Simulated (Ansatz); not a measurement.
The same silylene extrusion along the group B, Al, Ga, In.

Computed with Ansatz on PBE0-D4/def2-TZVP structures; ΔE is electronic, products minus reactants. CCSD(T)/CBS adds triple-zeta CCSD(T) − MP2 to the extrapolated MP2 energy (def2 sets, frozen cores). This one scheme is used for every species. DFT in def2-TZVPP. def2 core potentials past Kr. For Ga, In outer-core shells are correlated without core-valence functions, which leaves a few kJ/mol of doubt a bond. Scalar relativity is left out up to krypton. Each species was taken in one conformer, which may not be the lowest.

```json
{"reaction": "`B[SiH2]N` → BH₃ + `N[SiH]`", "PBE-D4 (kJ/mol)": "138", "revPBE-D4 (kJ/mol)": "133", "CCSD(T)/def2-SVP (kJ/mol)": "114", "CCSD/CBS(def2) (kJ/mol)": "133"}
{"reaction": "`N[SiH2][AlH2]` → `[AlH3]` + `N[SiH]`", "PBE-D4 (kJ/mol)": "155", "revPBE-D4 (kJ/mol)": "149", "CCSD(T)/def2-SVP (kJ/mol)": "125", "CCSD/CBS(def2) (kJ/mol)": "148"}
{"reaction": "`N[SiH2][GaH2]` → `[GaH3]` + `N[SiH]`", "PBE-D4 (kJ/mol)": "167", "revPBE-D4 (kJ/mol)": "162", "CCSD(T)/def2-SVP (kJ/mol)": "139", "CCSD/CBS(def2) (kJ/mol)": "165"}
{"reaction": "`N[SiH2][InH2]` → `[InH3]` + `N[SiH]`", "PBE-D4 (kJ/mol)": "176", "revPBE-D4 (kJ/mol)": "170", "CCSD(T)/def2-SVP (kJ/mol)": "151", "CCSD/CBS(def2) (kJ/mol)": "177"}
```

(1) Give the CCSD(T)/CBS values in the same order. (An estimate is asked.)

Largest T1 diagnostic: 0.015, for `N[SiH]`.

## Answers

(1) Computed: 134, 149, 166, 178 kJ/mol.
